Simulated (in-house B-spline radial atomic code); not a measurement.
Binding energies in Pm⁷⁺

NIST's tabulated ground configuration is [Kr] 4d10 4f3 5s2 5p3; each binding energy is the energy of the ion with one electron taken from that subshell, relaxed, less that of the parent. All numbers are computed (Dirac-Hartree-Fock, average of configuration; Fermi nucleus of rms radius 4.962 fm) with a radial B-spline atomic code at the basis-set limit, not measured. Energies include first-order Breit, QED and recoil terms.

```tsv
subshell	X-ray name	binding energy (eV)	-ε (eV)	relaxation (eV)
1s	K	45298.7	45553.1	70.2
2s	L1	7549.8	7607.9	37.3
3d3/2	M4	1170.2	1189.7	18.3
3d5/2	M5	1146.3	1165.0	18.0
4s	N1	454.9	460.7	5.0
4d3/2	N4	242	246.2	4.1
4d5/2	N5	237.6	241.6	4.0
5s	O1	137.2	137.9	0.5
5p	O2,3	113.2	113.7	0.4
4f	N6,7	109.3	112.0	2.8
```

Relaxation = -ε minus the binding energy without Breit, QED and recoil terms.

What does it cost to remove two 4f electrons?

244.06 eV, which is 25.46 eV more than the two single binding energies together.

What does it cost to remove both a 3d3/2 and a 4s electron?

1660.8 eV, which is 35.72 eV more than the two single binding energies together.

What does it cost to remove both a 4s and a 4d3/2 electron?

725.31 eV, which is 28.35 eV more than the two single binding energies together.
